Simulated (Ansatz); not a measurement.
Consider the redistribution: `BOC[SiH2]Cl` + `C[SiH2][NH][GeH3]` → `C[SiH2]N[SiH2]Cl` + `BO[CH2][GeH3]`.

Isolated molecules relaxed with PBE0-D4/def2-TZVP in Ansatz; ΔE leaves out vibrations. CCSD(T)/CBS adds triple-zeta CCSD(T) − MP2 to the extrapolated MP2 energy (def2 sets, frozen cores). For Ge outer-core shells are correlated without core-valence functions, which leaves a few kJ/mol of doubt a bond. Scalar relativity is left out up to krypton. One conformer a species, not always the lowest.

| species | MP2/CBS(def2) energy (Eh) |
| --- | --- |
| `BOC[SiH2]Cl` | -890.46511 |
| `C[SiH2][NH][GeH3]` | -2463.32017 |
| `C[SiH2]N[SiH2]Cl` | -1135.52555 |
| `BO[CH2][GeH3]` | -2218.28089 |

Task: Work out ΔE.

Result: ΔE = (-1135.52555) + (-2218.28089) − (-890.46511) − (-2463.32017) = -0.02116 Eh = -55.6 kJ/mol. CCSD(T)/CBS gives -54.0 kJ/mol.

Largest T1 diagnostic among the species: 0.013.

In def2-TZVPP, CCSD(T) changes the Hartree–Fock value by −4.7 kJ/mol (the triples alone add −0.3 kJ/mol) and MP2 by −6.2 kJ/mol.
